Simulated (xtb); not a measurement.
ClH3OSiTe, SMILES [SiH3]O[Te]Cl. All values are semi-empirical tight-binding results from xtb (GFN2-xTB unless named), good for trends rather than for accurate numbers. Geometry optimised at GFN2-xTB. This is a generated structure with no PubChem entry under its InChIKey; it may be hypothetical. One conformer was computed; it need not be the lowest.

| Property | Value |
|---|---|
| orbital gap | 3.03 eV |
| zero-point energy | 17.9 kcal/mol |
| G − E(el) at 298.15 K (modified RRHO) | -3.2 kcal/mol |
| static polarisability (D4 model) | 88.1 bohr³ |
| solvation energy, GFN2-xTB/ALPB(water) | -0.7 kcal/mol |
| solvation energy, GFN2-xTB/ALPB(ch2cl2) | -4.5 kcal/mol |
